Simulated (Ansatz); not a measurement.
CH8OSi3 can be A, `O=C[SiH]([SiH3])[SiH3]`, or B, `OC[SiH]1[SiH2][SiH2]1`.

Isolated molecules relaxed with PBE0-D4/def2-TZVP in Ansatz; ΔE leaves out vibrations. CCSD(T)/CBS adds triple-zeta CCSD(T) − MP2 to the extrapolated MP2 energy (def2 sets, frozen cores). Functionals use def2-TZVPP. B3LYP here is the variant with VWN-RPA as its local correlation; programs differ in this. Each species was taken in one conformer, which may not be the lowest.

A:

```xyz
13

O    -2.129    1.522    0.417
C    -1.113    1.380    1.047
Si    0.411    0.425    0.342
Si    0.202   -1.800    1.044
Si    0.389    0.606   -1.989
H    -1.046    1.792    2.082
H     1.643    1.008    0.949
H     0.119   -1.872    2.527
H     1.381   -2.584    0.588
H    -1.031   -2.386    0.458
H     0.340    2.034   -2.396
H    -0.793   -0.110   -2.533
H     1.625   -0.014   -2.537
```

B:

Z-matrix (Å, degrees):
```
C
Si 1 1.892
O 1 1.416 2 109.3
H 1 1.099 2 108.2 3 122.4
H 1 1.099 2 108.0 3 -122.0
Si 2 2.325 1 119.3 3 -82.0
Si 2 2.331 1 117.1 3 -151.3
H 2 1.485 1 114.2 3 65.2
H 3 0.961 1 108.6 2 -177.5
H 6 1.485 2 118.3 1 0.8
H 6 1.484 2 119.5 1 145.3
H 7 1.484 2 119.9 1 -141.2
H 7 1.486 2 118.1 1 2.6
```

Question: Which is lower in electronic energy at CCSD(T)/CBS, and by how much? (An estimate is asked.)

Answer: The calculation gave: A, by 9.8 kcal/mol.

Question: Give E(B) − E(A) in kcal/mol with B3LYP-D4, PBE0-D4, CCSD(T)/def2-TZVPP, PBE-D4, r2SCAN-D4, ωB97M-V, MP2/def2-TZVPP. (An estimate is asked.)

Answer: Ansatz gave: B3LYP-D4 14.1, PBE0-D4 5.9, CCSD(T)/def2-TZVPP 11.7, PBE-D4 7.7, r2SCAN-D4 8.5, ωB97M-V 10.5, MP2/def2-TZVPP 10.0. None reverses the order clearly.

Largest T1 diagnostic: 0.016.

From PBE to PBE0 (25 % exact exchange), in def2-TZVPP and without D4, E(B) − E(A) moves by −1.8 kcal/mol. In def2-TZVPP, CCSD(T) changes the Hartree–Fock value by −8.6 kcal/mol (the triples alone add −0.5 kcal/mol) and MP2 by −10.3 kcal/mol.
